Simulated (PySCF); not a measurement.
(E)-1-chloro-2-fluoroprop-1-ene (C3H4ClF), SMILES C/C(F)=C\Cl. Heavy atoms are numbered as in [CH3:1]/[C:2]([F:3])=[CH:4]\[Cl:5]. Hydrogens are named by the atom that carries them.

Geometry optimised at PBE-D3(BJ)/def2-SVP.

All values below come from KT2/pcSseg-1 run with PySCF.

GIAO shieldings, no solvent; atoms alike by connectivity are averaged. δ = σ(ref) − σ: ¹³C against TMS (σ = 185.1 ppm); ¹⁹F against CFCl3 (σ = 127.1 ppm); ³⁵Cl against HCl (σ = 945.4 ppm); ¹H against TMS (σ = 31.47 ppm), references at their B3LYP-D3(BJ)/def2-TZVP geometries, non-relativistic (without spin–orbit terms, shifts of atoms bonded to Cl or Br come out too high).

Computed chemical shifts:
```csv
nucleus,atoms,count,δ (ppm)
¹³C,C2,1,166.4
¹³C,C4 (CH),1,109.9
¹³C,C1 (CH3),1,18.2
¹⁹F,F3,1,-128.2
³⁵Cl,Cl5,1,154.1
¹H,H on C4,1,6.26
¹H,H on C1,3,2.60
```
